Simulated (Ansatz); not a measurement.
Species: TaO3, charge 0, multiplicity 2. The spin state was set by rule; other spins were not relaxed. 
Geometry from a B3LYP-D3(BJ)/def2-TZVP (Ansatz, an electronic-structure program) optimisation:
SMILES: [O]=[Ta]1[O][O]1
```xyz
4

Ta     0.1283    -0.1550     0.1822
O     -0.4590    -1.4565    -0.7797
O      0.2577     1.4616    -0.8512
O     -0.9690     1.4096    -0.0319
```
Charge 0, spin multiplicity 2.

Basis-set convergence of Hartree-Fock and CCSD correlation energies (hartree) with Ansatz. Valence correlation only, unless marked. UHF or UKS for open shells. No spin-orbit coupling. The frozen core is the preceding noble-gas configuration, with the filled d and f shells of earlier blocks. In def2 rows, elements after Kr have scalar-relativistic effective core potentials.

The T1 diagnostic of CCSD in the largest basis is 0.050, which is high, so the coupled-cluster rows are less sure than usual.

```csv
basis,functions,E(HF),"E(corr, CCSD)"
def2-SVPD,104,-280.71505,-0.72398
def2-TZVPPD,179,?,?
```

### Question
Some entries are withheld; supply them.

### Answer

- def2-TZVPPD, E(HF): -281.01767
- def2-TZVPPD, E(corr, CCSD): -0.85588
